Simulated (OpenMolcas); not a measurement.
Ru2+ (d6) among equal point charges was computed by CASSCF with the d shell active (OpenMolcas, ANO-RCC-VTZP on the metal). Its lowest spin-free states, and all those of the highest spin:

```csv
2S+1,Degeneracy,E (cm-1)
5,2,0.0
5,2,5636
5,1,9268
3,2,15943
3,1,16423
3,2,17218
3,2,17815
3,2,19232
3,1,20268
3,2,20915
3,2,23122
3,2,23327
```

**Question.** Is the site octahedral, tetrahedral or cube-like, axial, or of lower symmetry?

**Answer.** The states with 2S+1 = 5 have orbital degeneracies 2, 2, 1. There are pairs but no triples, so the site is axial: not cubic, but with a proper or improper axis of order three or more. The run had Ru2+ among 2 point charges of -0.8 e arranged as a linear pair (D∞h), 1.88 Å from the ion.

Without dynamic correlation the repulsion within the d shell is too large (B by tens of per cent), so at a given field states of lower spin stand too high. Point charges give a weaker field than real ligands, and real ions of this kind are as a rule low spin; the high spin found here belongs to the model. This is an electrostatic model: the charges have no orbitals. No measured value stands beside these numbers.
